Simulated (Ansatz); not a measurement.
In(Br)(Me)2 (C₂H₆BrIn), SMILES [CH3][In]([CH3])[Br].

Geometry: B3LYP-D3(BJ)/def2-SVP. The structure was generated by enumeration; whether it is a known compound was not checked. The def2 effective core potentials stand for the cores of In; spin–orbit coupling is left out.

Two levels are set side by side: PBE/def2-SVPD (Ansatz, a first-principles code) and CAM-B3LYP/def2-SVPD (Ansatz). Energy differences of separate SCF runs at the same geometry; the states with an electron removed or added have multiplicity 2 and 2. Differences are taken from unrounded values.

```tsv
quantity	PBE
vertical ionisation energy (eV)	8.94
vertical singlet–triplet gap (eV)	4.27
```

These are the PBE values. What does CAM-B3LYP give? (The exact figures need the calculation; the answer reports its results.)


| quantity | CAM-B3LYP | PBE minus CAM-B3LYP |
|---|---|---|
| vertical ionisation energy (eV) | 9.51 | -0.57 |
| vertical singlet–triplet gap (eV) | 4.88 | -0.61 |
